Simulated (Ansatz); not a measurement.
# Which method gave which barrier?

Saddle point of SnH4BrF, singlet (SnH₃Br ([Br][SnH3]) + HF → SnH₃F ([F][SnH3]) + HBr; bonds formed: Sn1–F7, Br2–H6; bonds broken: Sn1–Br2, H6–F7), PBE0-D4/def2-TZVP structure:

```xyz
7
angstrom
Sn -0.4829 -0.0018 -0.6476
Br 2.1421 -0.5567 0.7409
H -0.4704 -1.6752 -0.8860
H -2.0786 0.5919 -0.5107
H 0.4712 1.0213 -1.5950
H 0.7324 0.1328 1.4739
F -0.3138 0.4879 1.4245
```

Ansatz 0.2.0; basis: def2-TZVPP, with def2-QZVPP for the basis limit; cores frozen in the correlated methods. Filled d shells of the heavier atoms are correlated. Core potentials replace the inner electrons of the atoms past krypton. The def2 sets are not built for correlating such inner shells, so the correlated values are less sure here. B3LYP uses VWN-RPA correlation. Extrapolation: Hartree–Fock as exp(−7.88 √X), correlation as X^−2.97. Four methods, as single points on the PBE0-D4 structures, gave these electronic barriers from the start structure: 0.766, 0.920, 1.065, 1.373 eV.

Q: The methods were, in alphabetical order, B3LYP-D4, BHLYP-D4, HF, PBE-D4. Which gave which? (A judgement: the text doesn't fix the answer.)

A: Computed: PBE-D4 0.766; B3LYP-D4 0.920; BHLYP-D4 1.065; HF 1.373 eV. For comparison, CCSD(T) at an estimated basis limit (MP2 extrapolated from triple and quadruple zeta, plus CCSD(T) − MP2 in triple zeta) gives 1.012 eV.

The T1 diagnostic stays at or below 0.012.

Labels in which every atom is bracketed show which atoms are joined, not bond orders.

For scale, one of the runs: CCSD(T)/def2-TZVPP, 185 basis functions (an equivalent command: `ansatz run in.yaml --threads 4`). The run took 72 s on 4 CPU threads (shared host), with 2.3 GiB of host memory at its peak.
